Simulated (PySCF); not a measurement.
A TDDFT job, as run on `CO/C=C\C(=O)F`.

Computed with TDDFT wB97X-D/def2-SVPD, vertical, gas phase, core orbitals frozen in the response in PySCF.

Input of the driver that calls PySCF (job settings, then Cartesian coordinates in Å):

```
{"job": {"kind": "uv", "xc": "wB97X-D", "basis": "def2-SVPD", "nstates": 8, "ntriplets": 3}, "charge": 0, "multiplicity": 1}
C      1.9727    -0.6314    -0.4338
O      0.6768    -0.4821     0.1059
C     -0.0840     0.4760    -0.4003
C     -1.3425     0.7407    -0.0007
C     -2.0760     0.0446     1.0303
O     -3.1836     0.2468     1.4109
F     -1.3612    -0.9670     1.6123
H      2.4335    -1.4555     0.1065
H      1.9306    -0.8735    -1.4997
H      2.5659     0.2765    -0.2917
H      0.3531     1.0813    -1.1924
H     -1.8840     1.5430    -0.4734
```

Output:

```
coarse grid: 10704 points
cycle   1  E = -405.0187616778  dE =  1.296e+00  |g| = 1.007e+00  |ddm| = 5.067e+00
cycle   2  E = -404.8599495458  dE =  1.588e-01  |g| = 1.429e+00  |ddm| = 2.779e+00
cycle   3  E = -405.2195744803  dE = -3.596e-01  |g| = 1.556e-01  |ddm| = 1.694e+00
cycle   4  E = -405.2234378315  dE = -3.863e-03  |g| = 6.893e-02  |ddm| = 2.038e-01
cycle   5  E = -405.2242532880  dE = -8.155e-04  |g| = 1.506e-02  |ddm| = 7.668e-02
cycle   6  E = -405.2243091568  dE = -5.587e-05  |g| = 6.838e-03  |ddm| = 3.672e-02
cycle   7  E = -405.2243224683  dE = -1.331e-05  |g| = 1.587e-03  |ddm| = 1.472e-02
cycle   8  E = -405.2243239610  dE = -1.493e-06  |g| = 9.637e-04  |ddm| = 6.431e-03
final grid: 105712 points
cycle   9  E = -405.2916673711  dE = -1.073e-04  |g| = 7.889e-03  |ddm| = 1.468e-01
cycle  10  E = -405.2916636392  dE =  3.732e-06  |g| = 9.831e-03  |ddm| = 2.424e-02
cycle  11  E = -405.2916790911  dE = -1.545e-05  |g| = 1.047e-03  |ddm| = 7.680e-03
cycle  12  E = -405.2916792766  dE = -1.855e-07  |g| = 6.166e-04  |ddm| = 2.383e-03
cycle  13  E = -405.2916793517  dE = -7.503e-08  |g| = 1.567e-04  |ddm| = 1.067e-03
cycle  14  E = -405.2916793575  dE = -5.836e-09  |g| = 2.540e-05  |ddm| = 3.426e-04
cycle  15  E = -405.2916793579  dE = -4.188e-10  |g| = 8.078e-06  |ddm| = 1.060e-04
converged SCF energy = -405.2916793579

Static polarisability (au): isotropic 61.817, principal 40.574 52.845 92.032

Singlet excitations
state   eV       nm        f      main configurations
  1   5.4387    228.0   0.00001   H-1->L 0.92
  2   5.6898    217.9   0.50865   H->L 0.97
  3   7.1421    173.6   0.03712   H->L+1 0.68, H->L+2 0.24
  4   7.2682    170.6   0.00001   H-2->L 0.89
  5   8.1904    151.4   0.00138   H->L+2 0.58, H->L+1 0.19, H->L+4 0.10
  6   8.3162    149.1   0.00095   H->L+3 0.82
  7   8.3348    148.8   0.03833   H-3->L 0.84
  8   8.3670    148.2   0.00007   H-5->L 0.86

Triplet excitations (Tamm-Dancoff, eV): 3.5664 5.0041 6.4136
```

The SCF starts on a coarse grid; the energy jumps when the final grid takes over, and dE counts afresh there. The run used 189 basis functions and 15 SCF iterations for the ground state.

Cost: about 70 s of CPU time on one thread; the machine was shared, so the figure is rough.

Q: What frontier levels and dipole did the ground state of this run have?

A: HOMO -9.42 eV, LUMO 0.19 eV, dipole 6.26 D.

Geometry: GFN2-xTB, one conformer, isolated molecule.

wB97X-D is run here without its empirical dispersion term; that term would change no orbital, density or response property at a fixed geometry.
